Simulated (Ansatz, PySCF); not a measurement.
Breaking a bond: SMILES B (H3B). The B1–H4 bond (B1 also carries H, H; H4 carries nothing else) is stretched with both fragments frozen at the PBE0/def2-TZVP optimised geometry.

- UHF/cc-pVTZ (PySCF)
- RHF/cc-pVTZ (PySCF)
- UKS-TPSSh = unrestricted TPSSh/cc-pVTZ (PySCF)
- RKS-TPSSh = PySCF with restricted TPSSh/cc-pVTZ
- UKS-CAM-B3LYP = unrestricted CAM-B3LYP/cc-pVTZ run with PySCF 2.14.0
- RKS-CAM-B3LYP = restricted CAM-B3LYP/cc-pVTZ (PySCF)
- UKS-PBE = unrestricted PBE/cc-pVTZ (Ansatz, a program for electronic structure)
- RKS-PBE = restricted PBE/cc-pVTZ (Ansatz)
- UKS-B3LYP/6-31G* = unrestricted B3LYP/6-31G*, spherical d in PySCF 2.14.0
- RKS-B3LYP/6-31G* = PySCF with restricted B3LYP/6-31G*, spherical d
- UKS-LDA (SVWN5)/6-31G* = unrestricted LDA (SVWN5)/6-31G*, spherical d (PySCF)
- RKS-LDA (SVWN5)/6-31G* = restricted LDA (SVWN5)/6-31G*, spherical d (PySCF)

Scanned distances (Å): 0.89, 0.97, 0.99, 1.07, 1.12, 1.16, 1.19, 1.24, 1.27, 1.30, 1.39, 1.47, 1.61, 1.76, 1.97, 2.14, 2.36, 2.61, 2.92, 3.23, 3.58, 4.20.

Task: Where does the unrestricted solution first break spin symmetry (<S²> of 0.01 or more)?

Result: UHF: between 1.76 and 1.97 Å; UKS-TPSSh: between 2.14 and 2.36 Å; UKS-CAM-B3LYP: between 2.14 and 2.36 Å; UKS-PBE: between 2.36 and 2.61 Å; UKS-B3LYP/6-31G*: between 2.14 and 2.36 Å; UKS-LDA (SVWN5)/6-31G*: between 2.36 and 2.61 Å.

```
R / Å  <S²> UHF  E(RHF) − E(UHF) / kJ/mol  <S²> UKS-TPSSh  E(RKS-TPSSh) − E(UKS-TPSSh) / kJ/mol  <S²> UKS-CAM-B3LYP  E(RKS-CAM-B3LYP) − E(UKS-CAM-B3LYP) / kJ/mol  <S²> UKS-PBE  E(RKS-PBE) − E(UKS-PBE) / kJ/mol  <S²> UKS-B3LYP/6-31G*  E(RKS-B3LYP/6-31G*) − E(UKS-B3LYP/6-31G*) / kJ/mol  <S²> UKS-LDA (SVWN5)/6-31G*  E(RKS-LDA (SVWN5)/6-31G*) − E(UKS-LDA (SVWN5)/6-31G*) / kJ/mol
-----  --------  ------------------------  --------------  ------------------------------------  ------------------  --------------------------------------------  ------------  --------------------------------  ---------------------  --------------------------------------------------  ---------------------------  --------------------------------------------------------------
0.89       0.00                       0.0            0.00                                   0.0                0.00                                           0.0          0.00                               0.0                   0.00                                                 0.0                         0.00                                                             0.0
0.97       0.00                       0.0            0.00                                   0.0                0.00                                           0.0          0.00                               0.0                   0.00                                                 0.0                         0.00                                                             0.0
0.99       0.00                       0.0            0.00                                   0.0                0.00                                           0.0          0.00                               0.0                   0.00                                                 0.0                         0.00                                                             0.0
1.07       0.00                       0.0            0.00                                   0.0                0.00                                           0.0          0.00                               0.0                   0.00                                                 0.0                         0.00                                                             0.0
1.12       0.00                       0.0            0.00                                   0.0                0.00                                           0.0          0.00                               0.0                   0.00                                                 0.0                         0.00                                                             0.0
1.16       0.00                       0.0            0.00                                   0.0                0.00                                           0.0          0.00                               0.0                   0.00                                                 0.0                         0.00                                                             0.0
1.19       0.00                       0.0            0.00                                   0.0                0.00                                           0.0          0.00                               0.0                   0.00                                                 0.0                         0.00                                                             0.0
1.24       0.00                       0.0            0.00                                   0.0                0.00                                           0.0          0.00                               0.0                   0.00                                                 0.0                         0.00                                                             0.0
1.27       0.00                       0.0            0.00                                   0.0                0.00                                           0.0          0.00                               0.0                   0.00                                                 0.0                         0.00                                                             0.0
1.30       0.00                       0.0            0.00                                   0.0                0.00                                           0.0          0.00                               0.0                   0.00                                                 0.0                         0.00                                                             0.0
1.39       0.00                       0.0            0.00                                   0.0                0.00                                           0.0          0.00                               0.0                   0.00                                                 0.0                         0.00                                                             0.0
1.47       0.00                       0.0            0.00                                   0.0                0.00                                           0.0          0.00                               0.0                   0.00                                                 0.0                         0.00                                                             0.0
1.61       0.00                       0.0            0.00                                   0.0                0.00                                           0.0          0.00                               0.0                   0.00                                                 0.0                         0.00                                                             0.0
1.76       0.00                       0.0            0.00                                   0.0                0.00                                           0.0          0.00                               0.0                   0.00                                                 0.0                         0.00                                                             0.0
1.97       0.21                       4.0            0.00                                   0.0                0.00                                           0.0          0.00                               0.0                   0.00                                                 0.0                         0.00                                                             0.0
2.14       0.50                      27.8            0.00                                   0.0                0.00                                           0.0          0.00                               0.0                   0.00                                                 0.0                         0.00                                                             0.0
2.36       0.72                      74.6            0.36                                   7.6                0.33                                           8.6          0.00                               0.0                   0.23                                                 3.5                         0.00                                                             0.0
2.61       0.86                     134.0            0.60                                  32.2                0.62                                          36.1          0.44                               8.5                   0.56                                                23.9                         0.18                                                             1.2
2.92       0.94                     204.5            0.76                                  66.7                0.82                                          79.1          0.75                              34.6                   0.79                                                59.3                         0.60                                                            18.7
3.23       0.97                     266.4            0.85                                  98.1                0.92                                         121.5          0.90                              62.9                   0.91                                                94.8                         0.81                                                            42.9
3.58       0.99                     324.7            0.91                                 127.0                0.97                                         163.2          0.97                              90.5                   0.97                                               129.6                         0.92                                                            68.9
4.20       1.00                     402.4            0.95                                 161.3                0.99                                         218.8          1.00                             123.2                   0.00                                                   —                         0.99                                                           102.8
```

Dashes: no converged value, or the column stops at the first point that the program doubted or that broke a chosen test of continuity, which isn't proof of a fault.
